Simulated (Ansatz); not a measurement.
Input for Ansatz (a quantum-chemistry and plane-wave program): R-wB97M-V/def2-TZVPPD on ClFHIn (SMILES [F][InH][Cl]) with ghost functions, monomers drawn apart or pushed together. Elements past Kr take the def2 small-core potentials; no spin–orbit coupling. Files ending in .json are basis or fitting sets from the Basis Set Exchange.

Ansatz 0.2 input:
```yaml
crystal:
  periodic: [false, false, false]
  atoms:
    - {symbol: F, position_ang: [0.88015887, 1.42083704, 1.16466787]}
    - {symbol: In, position_ang: [-0.72704925, 0.27460369, 1.39663289]}
    - {symbol: Cl, position_ang: [-2.20336360, 1.29155318, 2.95065230]}
    - {symbol: H, position_ang: [-1.21903755, -0.78506614, 0.15777114]}
basis:
  gaussian:
    orbitals: def2-TZVPPD.json
    ghost_atoms:
      - {symbol: N, position_ang: [0.73555235, -0.94081947, 3.27555806]}
      - {symbol: H, position_ang: [1.59099266, -0.39203246, 3.22799414]}
      - {symbol: H, position_ang: [0.28258725, -0.75754967, 4.16604044]}
      - {symbol: H, position_ang: [0.96997350, -1.92586497, 3.22031368]}
hamiltonian:
  xc: {name: wB97M-V}
scf: {lower_state_search: off}
```

It printed:

```
WARN ansatz: RAYON_NUM_THREADS=1 ignored (pool sized by the plan → 1); use --threads N
Functional definition: wB97M-V
these checks for a lower state are left out or cut short: stability, starts, cluster_reference, orbital_swaps, neighbouring_geometries, increment
integrals: 0.28 GiB planned
1394 factors; their error is unknown
integrals: 0.32 GiB planned
377 factors; integrals over basis functions are off by at most 3.8e-5 eV
mean field: 1.50 GiB planned
mean field evaluation 1: about -20426.8469 eV, gradient 4.4e1 eV
mean field evaluation 2: about -20423.6873 eV, gradient 6.9e1 eV
mean field evaluation 4: about -20430.4526 eV, gradient 2.1e0 eV
mean field evaluation 8: about -20430.4630 eV, gradient 1.0e-1 eV
mean field evaluation 16: about -20430.5073 eV, gradient 1.6e-4 eV
mean field -20430.50730143 eV, -750.8072950323 hartree, gradient 4.4e-6 eV, S^2 0.000000; 0 other end points of the search recorded, 0 dependent functions left out
reference -20430.50738218 eV, -750.8072979997 hartree; 24, 24 occupied and 228, 228 virtual orbitals, 1394 factors
Total energy: -20430.50738218 eV, -750.8072979997 hartree
Checks for a lower state left out: stability, starts, cluster_reference, orbital_swaps, neighbouring_geometries, increment
```

The run converged.

Cost: about 14 core-seconds (a rough figure).
